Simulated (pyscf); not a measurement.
HO–Zr(Cl)(Cl)–Cl, singlet

Gas-phase minimum from PySCF at ωB97X-D3(BJ)/def2-SVP, one conformer. 

```xyz
6

O      0.0353     0.9755    -0.1355
Zr    -1.3145    -0.3267    -0.0126
Cl    -0.6011    -2.2737    -1.0905
Cl    -3.2522     0.4840    -1.0363
Cl    -1.7355    -0.7735     2.2417
H      0.7217     1.6421    -0.2035
```
Charge 0, spin multiplicity 1.

Bond lengths (Å): O1–Zr2 1.880, O1–H6 0.959, Zr2–Cl3 2.337, Zr2–Cl4 2.337, Zr2–Cl5 2.336. Angles (°): Zr2–O1–H6 179.6, O1–Zr2–Cl3 109.1, O1–Zr2–Cl4 109.1, O1–Zr2–Cl5 109.0, Cl3–Zr2–Cl4 109.9, Cl3–Zr2–Cl5 109.9, Cl4–Zr2–Cl5 109.9.

Properties at ωB97X-D3(BJ)/def2-SVP:

| Property | Value |
|---|---|
| Harmonic wavenumbers, unscaled | 97, 97, 111, 147, 147, 343, 343, 393, 436, 436, 785, 4001 cm⁻¹ |
| Zero-point energy | 10.5 kcal/mol |
| Rotational symmetry number | 3 |
| Entropy of this conformer at 298 K and 1 atm, rigid rotor and harmonic oscillator, modes under 100 cm⁻¹ raised to 100 | 377.7 J/(mol K) |
| Dipole moment | 3.18 D |

Single-point totals, which compare only within one level:

```tsv
level	total energy (hartree)
ωB97X-D3(BJ)/def2-TZVP	-1503.93783
PBE/def2-TZVP	-1503.24846
r²SCAN/def2-TZVP	-1503.77945
B3LYP-D3(BJ)/def2-TZVP	-1503.95019
PBE0-D3(BJ)/def2-TZVP	-1503.33513
M06-2X/def2-TZVP	-1503.70461
ωB97M-D3(BJ)/def2-TZVP	-1503.99927
```

Soft torsions are taken as harmonic, which can shift the entropy by several J/(mol K). Elements past Kr carry the def2 core potentials, without spin-orbit coupling.
